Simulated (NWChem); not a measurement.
System: NaF; SMILES [F][Na]

Results from NWChem. The geometry was optimised at PBE0/def2-SVP.

Diagonal of the polarisability tensor at B3LYP/def2-SVPD, static: 11.78, 11.78, 14.98 bohr³.

Question: Find the mean polarisability volume, the molar refraction, and the refractive index that an ideal gas of it would have at 273.15 K and 1 atm.

Answer: 
1. Mean: one third of the trace = 12.85 bohr³ × 0.14818 Å³/bohr³ = 1.90 Å³.
2. Molar refraction (Lorentz-Lorenz): (4π/3) N_A α = 4.8 cm³/mol.
3. Number density p/kT = 2.687 × 10⁻⁵ Å⁻³; n − 1 = 2π N α = 3.21 × 10⁻⁴.
4. These hold the electronic response alone: vibrational and orientational terms add to the static dielectric constant.
